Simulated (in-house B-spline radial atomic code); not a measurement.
**RPA and G0W0 on r2SCAN: Br7+**

Configuration [Ar] 3d10, mean-field start r2SCAN. Computed with an all-electron radial atomic-structure program (B-spline basis): all electrons, scalar-relativistic (spin-free one-electron X2C), finite nucleus, each spin shell either full or empty, empty states to l = 9 with an (l + 1/2)⁻⁴ tail; G0W0 by contour deformation at full frequency.

Command:
```bash
python run_gw.py task.json out
```
Settings (radii: box in bohr, nucleus in fm):
```
Z                        35
electrons                28
configuration            [Ar] 3d10
hamiltonian              x2c
method                   r2scan
lmax                     9
rms_radius               4.1629
spin_polarised           False
box_radius               8.41
intervals                67
```

Cost of the run: 2.2 s on 1 thread of Arm Neoverse N1, with other jobs on the host.

Energies (hartree):

| term | value |
| --- | --- |
| mean-field total | -2592.83437 |
| Hartree-Fock functional on these orbitals | -2591.36211 |
| direct second order | -2.3809 |
| second-order exchange | 0.69338 |
| SOSEX correction | 0.64868 |

Question: What is the RPA correlation energy, and what remains with SOSEX?

Answer: RPA gives -2.1175 hartree (-2.06 eV per electron); RPA + SOSEX gives -1.4688, and the second-order doubles -1.6875 hartree (no singles). SOSEX takes back 31 % of the RPA value.

Quasi-particle levels (eV):

```
level  occupied  mean field  Σx - vxc     Σc  QP weight     G0W0
   3d       yes     -176.99    -18.44      ?          ?        ?
   4s        no     -109.11      7.70  -1.46      0.993  -102.87
```

G0W0 = mean field + (Σx - vxc) + Σc, with Σc (partial-wave tail included) taken at the quasi-particle energy. Only the outer levels were computed. Levels of low weight are left out.

Question: Where does G0W0 put 3d?

Answer: At -193.14 eV, with Σc = 2.29 eV and a quasi-particle weight of 0.968. The tabulated removal energy is 192.61 ± 0.06 eV (NIST, measured); the calculation leaves out spin-orbit coupling, Breit and QED terms, and what these don't explain is the method's own error.
